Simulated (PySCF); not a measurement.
Work out the structure from these simulated measurements.

Formula: C5H5Cl3Si.

| Property | Result |
| --- | --- |
| 13C NMR | chemical shifts (computed TMS as zero) by class: 170.7 (1 C), 159.1 (1 C), 134.7 (1 C), 128.2 (1 C), 122.8 (1 C) ppm [GIAO B3LYP/pcSseg-1] |
| UV, first state | lowest singlet excitation: 4.45 eV (279 nm, f = 0.038) [TDDFT PBE0/def2-SVPD] |
| NMR, other nuclei | isotropic shieldings of nuclei other than C and H, by class: 376 (1 Si), 444 (3 Cl) ppm [GIAO B3LYP/pcSseg-1] |
| Dipole | 1.70 D [PBE0/def2-SVPD] |
| Rotational structure | rotational constants A, B, C: 1.349, 0.590, 0.543 GHz [PBE0-D3(BJ)/def2-SVP] |
| UV, strongest line | among the 10 lowest singlet transitions: S7 at 6.11 eV (203 nm, f = 0.197) [TDDFT PBE0/def2-SVPD] |
| 1H NMR | chemical shifts (computed TMS as zero) by class: 7.39 (1 H), 6.53 (1 H), 6.31 (1 H), 4.68 (2 H) ppm [GIAO B3LYP/pcSseg-1] |

Gas-phase values; electronic properties from PySCF, density fitting. Levels stand in brackets. Isolated species at its PBE0-D3(BJ)/def2-SVP geometry, gas phase. NMR values are class means; diastereotopic atoms form classes of their own.

Question: What is the compound? Reason from the data.

Answer: Numbering: `[Cl:1][C:2]([Cl:3])([Cl:4])[C:5]1=[CH:6][SiH2:7][CH:8]=[CH:9]1`. Its formula, C5H5Cl3Si, gives 3 degrees of unsaturation: 1 ring and 2 π bonds in the structure found. 5 carbons fall into 5 classes; from least to most shielded: fully substituted alkene carbon [C5] (170.7 ppm), alkene CH carbon [C9] (159.1 ppm), alkene CH carbon [C8] (134.7 ppm), alkene CH carbon [C6] (128.2 ppm), CCl3 carbon [C2] (122.8 ppm). Hydrogen classes from least to most shielded: 1 H on an alkene CH carbon, C9 (7.39 ppm), 1 H on an alkene CH carbon, C6 (6.53 ppm), 1 H on an alkene CH carbon, C8 (6.31 ppm), 2 H on an SiH2 silicon, Si7 (4.68 ppm). The other shieldings belong to: 376 ppm, SiH2 silicon [Si7]; 444 ppm, chlorine of a CCl3 group [Cl1/Cl3/Cl4]. S1 is mainly HOMO→LUMO (weight 0.98); the largest Löwdin shares of the orbital it empties are 0.26 on an alkene CH carbon, 0.24 on an alkene CH carbon, 0.18 on an alkene CH carbon and 0.17 on the fully substituted alkene carbon, of the orbital it fills 0.22 on an alkene CH carbon, 0.18 on the fully substituted alkene carbon, 0.14 on an alkene CH carbon and 0.12 on an alkene CH carbon. The optimised geometry has point group Cs and is an asymmetric top. Structure: `ClC(Cl)(Cl)C1=C[SiH2]C=C1`. The assignments are read from this structure; whether some other isomer fits the data as well wasn't checked. NMR values of atoms bound to several Cl lack the spin–orbit term that these neighbours bring.

Conformer computed: `[Cl:1][C:2]([Cl:3])([Cl:4])[C:5]1=[CH:6][SiH2:7][CH:8]=[CH:9]1`: Cl1–C2–C5–C6 120°.
